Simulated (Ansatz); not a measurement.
Pulling on the In1–Cl2 bond in InCl (multiplicity 1 held). Energies count from the point at 2.441 Å.


R- and RO- levels are restricted; in cc, def2 and unpolarised 6-31G sets they are followed outwards from rest. U- levels take the lowest unrestricted solution at each point, which mixes spins at long bonds. Levels need not reach the same state.

The values were computed with Ansatz (a first-principles code) with Gaussian orbitals.  In def2 rows elements past Kr take small-core potentials, without spin–orbit coupling.

Energies in kcal/mol.

```json
[
 {"R (Å)": "1.953", "R-HF/def2-TZVPP": "52.1", "R-PBE/def2-TZVPP": "49.9", "U-PBE/def2-TZVPP": "49.9", "R-r2SCAN/def2-TZVPP": "47.6", "U-r2SCAN/def2-TZVPP": "47.6", "U-wB97X-V/def2-TZVPP": "47.0"},
 {"R (Å)": "2.197", "R-HF/def2-TZVPP": "8.3", "R-PBE/def2-TZVPP": "8.3", "U-PBE/def2-TZVPP": "8.3", "R-r2SCAN/def2-TZVPP": "7.0", "U-r2SCAN/def2-TZVPP": "7.0", "U-wB97X-V/def2-TZVPP": "6.7"},
 {"R (Å)": "2.441", "R-HF/def2-TZVPP": "0.0", "R-PBE/def2-TZVPP": "0.0", "U-PBE/def2-TZVPP": "0.0", "R-r2SCAN/def2-TZVPP": "0.0", "U-r2SCAN/def2-TZVPP": "0.0", "U-wB97X-V/def2-TZVPP": "0.0"},
 {"R (Å)": "2.685", "R-HF/def2-TZVPP": "5.1", "R-PBE/def2-TZVPP": "4.7", "U-PBE/def2-TZVPP": "4.7", "R-r2SCAN/def2-TZVPP": "5.9", "U-r2SCAN/def2-TZVPP": "5.9", "U-wB97X-V/def2-TZVPP": "6.2"},
 {"R (Å)": "2.929", "R-HF/def2-TZVPP": "14.7", "R-PBE/def2-TZVPP": "13.9", "U-PBE/def2-TZVPP": "13.9", "R-r2SCAN/def2-TZVPP": "16.1", "U-r2SCAN/def2-TZVPP": "16.1", "U-wB97X-V/def2-TZVPP": "16.6"},
 {"R (Å)": "3.295", "R-HF/def2-TZVPP": "30.2", "R-PBE/def2-TZVPP": "29.1", "U-PBE/def2-TZVPP": "29.1", "R-r2SCAN/def2-TZVPP": "32.5", "U-r2SCAN/def2-TZVPP": "32.5", "U-wB97X-V/def2-TZVPP": "33.4"},
 {"R (Å)": "3.661", "R-HF/def2-TZVPP": "44.3", "R-PBE/def2-TZVPP": "42.5", "U-PBE/def2-TZVPP": "42.5", "R-r2SCAN/def2-TZVPP": "46.8", "U-r2SCAN/def2-TZVPP": "46.8", "U-wB97X-V/def2-TZVPP": "48.4"},
 {"R (Å)": "4.272", "R-HF/def2-TZVPP": "62.7", "R-PBE/def2-TZVPP": "59.1", "U-PBE/def2-TZVPP": "59.1", "R-r2SCAN/def2-TZVPP": "64.7", "U-r2SCAN/def2-TZVPP": "64.7", "U-wB97X-V/def2-TZVPP": "68.2"},
 {"R (Å)": "4.882", "R-HF/def2-TZVPP": "76.1", "R-PBE/def2-TZVPP": "69.7", "U-PBE/def2-TZVPP": "69.4", "R-r2SCAN/def2-TZVPP": "76.1", "U-r2SCAN/def2-TZVPP": "74.5", "U-wB97X-V/def2-TZVPP": "82.5"},
 {"R (Å)": "5.614", "R-HF/def2-TZVPP": "87.6", "R-PBE/def2-TZVPP": "77.0", "U-PBE/def2-TZVPP": "75.8", "R-r2SCAN/def2-TZVPP": "84.1", "U-r2SCAN/def2-TZVPP": "80.4", "U-wB97X-V/def2-TZVPP": "93.9"},
 {"R (Å)": "6.591", "R-HF/def2-TZVPP": "97.9", "R-PBE/def2-TZVPP": "82.1", "U-PBE/def2-TZVPP": "79.7", "R-r2SCAN/def2-TZVPP": "89.5", "U-r2SCAN/def2-TZVPP": "83.7", "U-wB97X-V/def2-TZVPP": "101.7"},
 {"R (Å)": "7.811", "R-HF/def2-TZVPP": "106.5", "R-PBE/def2-TZVPP": "85.2", "U-PBE/def2-TZVPP": "82.0", "R-r2SCAN/def2-TZVPP": "92.8", "U-r2SCAN/def2-TZVPP": "85.8", "U-wB97X-V/def2-TZVPP": "105.7"},
 {"R (Å)": "9.764", "R-HF/def2-TZVPP": "115.2", "R-PBE/def2-TZVPP": "87.6", "U-PBE/def2-TZVPP": "83.8", "R-r2SCAN/def2-TZVPP": "95.5", "U-r2SCAN/def2-TZVPP": "87.5", "U-wB97X-V/def2-TZVPP": "107.3"}
]
```

Doubts at one or more of the structures used: a restricted determinant that unrestricted orbitals would lower (R-HF/def2-TZVPP, R-PBE/def2-TZVPP, R-r2SCAN/def2-TZVPP); a spin-contaminated determinant (U-PBE/def2-TZVPP, U-r2SCAN/def2-TZVPP, U-wB97X-V/def2-TZVPP).
